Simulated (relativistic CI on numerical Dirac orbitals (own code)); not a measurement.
# Re⁵⁵⁺: computed level list

Method of calculation: Dirac-Coulomb-Breit CI, separate exchange-only KLI orbitals for each configuration, QED by a radiative potential, unscaled Slater integrals (own radial code, finite nucleus).

Configuration list (outside the closed core [Ne]): 3s²3p⁶3d², 3s²3p⁵3d³, 3s3p⁶3d³, 3s²3p⁶3d4s, 3s²3p⁶3d4p, 3s²3p⁶3d4d, 3s²3p⁵3d²4s, 3s²3p⁶3d4f, 3s²3p⁵3d²4p, 3s²3p⁵3d²4d, 3p⁶3d⁴, 3p⁵3d⁵, 3p⁵3d⁴4s, 3p⁶3d³4s, 3p⁵3d³4s². Double excitations out of closed p, d and f shells are left out; levels of such configurations are missing from the list, as are those of other unlisted configurations, and high levels can miss mixing partners. These lack a partner that the ground configuration has and come out too high: 3s²3p⁵3d²4p, 3s²3p⁵3d²4d.

The lowest level is 3s²3p⁶3d² ³F2, with 73 % of that term; Hund's rules for 3s²3p⁶3d² give ³F with J = 2, in agreement.

```csv
No.,Configuration,Term,J,E (eV),%,Landé g,Lifetime (s),jj configuration (%)
1,3s²3p⁶3d²,³F,2,0.000,73,0.760,,3d3/2^2 (100)
2,3s²3p⁶3d²,³P,0,24.556,70,,4.50e-02,3d3/2^2 (99)
3,3s²3p⁶3d²,³F,3,77.059,100,1.071,2.25e-07,3d3/2 3d5/2 (100)
4,3s²3p⁶3d²,³P,2,87.981,49,1.164,4.57e-07,3d3/2 3d5/2 (99)
5,3s²3p⁶3d²,¹G,4,91.394,70,1.062,1.01e-04,3d3/2 3d5/2 (99)
6,3s²3p⁶3d²,³P,1,93.063,100,1.489,4.16e-07,3d3/2 3d5/2 (100)
7,3s²3p⁶3d²,³F,4,162.686,70,1.164,1.68e-07,3d5/2^2 (99)
8,3s²3p⁶3d²,³P,2,171.377,47,1.204,1.59e-07,3d5/2^2 (100)
9,3s²3p⁶3d²,¹S,0,197.292,70,,1.04e-07,3d5/2^2 (99)
10,3s²3p⁵3d³,³D°,2,277.255,27,1.084,1.22e-10,3p3/2^3 3d3/2^3 (97)
11,3s²3p⁵3d³,⁵D°,1,282.410,28,1.002,9.38e-11,3p3/2^3 3d3/2^3 (93)
12,3s²3p⁵3d³,⁵D°,0,286.643,51,,4.36e-09,3p3/2^3 3d3/2^3 (96)
13,3s²3p⁵3d³,³F°,3,288.303,25,1.049,3.28e-10,3p3/2^3 3d3/2^3 (98)
14,3s²3p⁵3d³,⁵F°,3,344.960,39,1.271,1.62e-10,3p3/2^3 3d3/2^2 3d5/2 (97)
15,3s²3p⁵3d³,⁵G°,4,350.857,35,1.190,2.84e-10,3p3/2^3 3d3/2^2 3d5/2 (97)
16,3s²3p⁵3d³,⁵S°,2,352.345,29,1.539,9.29e-11,3p3/2^3 3d3/2^2 3d5/2 (97)
17,3s²3p⁵3d³,⁵D°,2,355.324,41,1.090,6.73e-11,3p3/2^3 3d3/2^2 3d5/2 (96)
18,3s²3p⁵3d³,⁵D°,1,357.338,40,0.956,6.26e-11,3p3/2^3 3d3/2^2 3d5/2 (98)
19,3s²3p⁵3d³,³H°,5,359.404,31,1.147,1.09e-10,3p3/2^3 3d3/2^2 3d5/2 (96)
20,3s²3p⁵3d³,³H°,6,360.333,43,1.109,2.39e-02,3p3/2^3 3d3/2^2 3d5/2 (99)
21,3s²3p⁵3d³,³G°,3,360.365,43,1.029,1.27e-10,3p3/2^3 3d3/2^2 3d5/2 (97)
22,3s²3p⁵3d³,³P°,0,360.795,41,,1.73e-10,3p3/2^3 3d3/2^2 3d5/2 (95)
23,3s²3p⁵3d³,³F°,4,361.437,31,1.083,1.11e-10,3p3/2^3 3d3/2^2 3d5/2 (98)
24,3s²3p⁵3d³,³G°,4,367.903,36,1.084,4.18e-10,3p3/2^3 3d3/2^2 3d5/2 (98)
25,3s²3p⁵3d³,³D°,2,369.835,33,1.202,1.95e-10,3p3/2^3 3d3/2^2 3d5/2 (97)
26,3s²3p⁵3d³,³G°,3,370.390,25,1.147,1.16e-10,3p3/2^3 3d3/2^2 3d5/2 (96)
27,3s²3p⁵3d³,³S°,1,370.650,33,1.640,5.04e-11,3p3/2^3 3d3/2^2 3d5/2 (98)
28,3s²3p⁵3d³,³G°,5,376.317,32,1.072,4.41e-10,3p3/2^3 3d3/2^2 3d5/2 (98)
29,3s²3p⁵3d³,³F°,4,388.280,37,1.230,6.99e-10,3p3/2^3 3d3/2^2 3d5/2 (94)
30,3s²3p⁵3d³,³P°,2,392.585,30,1.218,1.05e-11,3p3/2^3 3d3/2^2 3d5/2 (95)
31,3s²3p⁵3d³,³D°,1,401.540,40,0.787,1.01e-12,3p3/2^3 3d3/2^2 3d5/2 (94)
32,3s²3p⁵3d³,³D°,3,401.556,30,1.127,2.45e-12,3p3/2^3 3d3/2^2 3d5/2 (93)
33,3s²3p⁵3d³,³F°,2,404.877,49,0.834,8.49e-13,3p3/2^3 3d3/2^2 3d5/2 (96)
34,3s²3p⁵3d³,³G°,3,406.164,50,0.966,9.86e-13,3p3/2^3 3d3/2^2 3d5/2 (96)
35,3s²3p⁵3d³,⁵F°,4,425.488,30,1.225,5.21e-10,3p3/2^3 3d3/2 3d5/2^2 (97)
36,3s²3p⁵3d³,⁵G°,5,429.965,41,1.205,7.27e-11,3p3/2^3 3d3/2 3d5/2^2 (96)
37,3s²3p⁵3d³,³D°,2,431.952,31,1.180,2.03e-10,3p3/2^3 3d3/2 3d5/2^2 (99)
38,3s²3p⁵3d³,³D°,1,432.741,43,0.948,6.73e-13,3p3/2^3 3d3/2^2 3d5/2 (87)
39,3s²3p⁵3d³,⁵G°,6,433.729,51,1.177,2.47e-07,3p3/2^3 3d3/2 3d5/2^2 (97)
40,3s²3p⁵3d³,³G°,3,440.871,24,1.149,1.60e-11,3p3/2^3 3d3/2 3d5/2^2 (97)
41,3s²3p⁵3d³,³I°,7,441.347,100,1.130,6.38e-07,3p3/2^3 3d3/2 3d5/2^2 (100)
42,3s²3p⁵3d³,³G°,5,441.408,34,1.155,1.20e-10,3p3/2^3 3d3/2 3d5/2^2 (97)
43,3s²3p⁵3d³,³D°,2,442.371,32,1.355,1.23e-11,3p3/2^3 3d3/2 3d5/2^2 (96)
44,3s²3p⁵3d³,³P°,1,442.766,57,1.427,9.05e-12,3p3/2^3 3d3/2 3d5/2^2 (91)
45,3s²3p⁵3d³,³F°,4,443.002,34,1.188,4.75e-11,3p3/2^3 3d3/2 3d5/2^2 (96)
```

Energies count from the lowest computed level; ° marks odd parity; lifetimes are radiative, by E1, M1, E2, M2, E3 decay to levels of this space only. Filled j subshells are mostly left out of the jj labels.

The mean weight of the leading LS term, summed over parents, in these 45 levels is 45 %, and that of the leading jj configuration (from the same eigenvectors) 97 %, so jj coupling describes them better and the LS labels are nominal.

At this charge energies of transitions that change n are usually good to better than 1 %, and those within a shell (Δn = 0) to a few per cent.

LS names give the leading component of a level, which can be under half, so a name can repeat, a term be missing and a line seem to break the LS rules.
